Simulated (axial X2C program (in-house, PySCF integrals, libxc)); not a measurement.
# HfN⁺: properties at the nuclei

Calculated with an axial X2C code built on PySCF integrals: two-component X2C with atomic mean-field Coulomb and Gaunt terms, Gaussian nuclei, basis Hf dyall-cv3z, N dyall-av3z with contracted cores.

R = 1.667 Å (near the PBE0 minimum at charge 1 of the determinant lowest at the starting distance; the state shown can have its own minimum elsewhere).

Input and command:
```json
{"zs": [72, 7], "q": 1, "bas": ["dyall-cv3z", "dyall-av3z"], "r0": 1.88, "levels": ["PBE0", "HF", "BHandHLYP", "PBE", "B3LYP"], "nst": 3}
```
```bash
python soeom.py task.json out
```

Keys: zs atomic numbers; q charge; bas basis sets; r0 starting distance in Å; levels methods; nst determinants followed.

Determinant lowest in the PBE0 search, Ω = 0 (closed shell), highest spinor 55% N p, 28% Hf d, 7% Hf p:

```
    level  qzz Hf (a.u.)  qzz N (a.u.)
     PBE0          -7.17         -0.62
       HF          -3.25         -0.73
BHandHLYP          -6.22         -0.65
      PBE          -8.64         -0.57
    B3LYP          -7.87         -0.61
```

Determinant 0.78 eV from it at PBE0 and this distance, Ω = 1 (⟨Sz⟩ = 1.00, ⟨Lz⟩ = 0.00 at PBE0), spin on the atoms Hf 0.58, N 0.41:

| level | Eeff magnitude (GV/cm) | Ws magnitude Hf (kHz) | A∥/gI Hf (MHz) | qzz Hf (a.u.) | A∥/gI N (MHz) | qzz N (a.u.) |
| --- | --- | --- | --- | --- | --- | --- |
| PBE0 | 10.5 | 7.68 | 8550 | -5.70 | 209 | 0.99 |
| HF | 18.8 | 15.3 | 7990 | -5.73 | 232 | 0.84 |
| BHandHLYP | 13.3 | 10.4 | 8620 | -5.86 | 220 | 0.96 |
| PBE | 10.3 | 7.74 | 8530 | -5.87 | 211 | 1.05 |
| B3LYP | 12.4 | 9.61 | 8660 | -5.99 | 215 | 1.02 |

Eeff is the effective electric field on the electron electric dipole moment in this Ω state and Ws the scalar–pseudoscalar constant of the nucleus named (defined with the proton number Z and per Ω); A∥ (defined per Ω) follows by multiplying with gI = μI/(I μN); qzz is the electric field gradient, eQq0 = 234.96 MHz × Q/barn × qzz. The operators were transformed with the bare-nucleus X2C matrices; with these basis sets, hyperfine constants and field gradients can be off by tens of per cent, and where levels differ in sign neither size nor sign is settled.

Task: With Q(14N) = 0.02044 barn (Q from Pyykkö, Mol. Phys. 2018), turn the PBE0 values of the first state into constants in MHz.

Result: eQq0(14N) = 234.96 × (0.02044) × (-0.62) = -2.98 MHz.

Each state is one determinant with collinear spin, which with several unpaired electrons need not be a pure state. Unrestricted Hartree–Fock can overshoot spin polarisation at the nuclei. A closed determinant beside an open π² or δ² triplet, such as (π1/2)², mixes with its partner pair into the 0⁺ component of the triplet and ¹Σ⁺, so its energy is not that of a level, and 0⁺ can lie lowest. With several open shells hyperfine constants can be off by a factor of several. Open-shell Ω = 0 determinants with evenly filled partner blocks cannot be reached by this program, so the Ω shown need not be the lowest component. At HF a later determinant lies lower. The search compared states at one distance, so a state with another bond length can lie lower. Further determinants of the search, some of them spin-mixed, are not shown. Where a field gradient or hyperfine factor spreads by more than a factor of two over the levels, a constant derived from it is not to be relied on. PBE0 term energies can be off by some tenths of an eV.
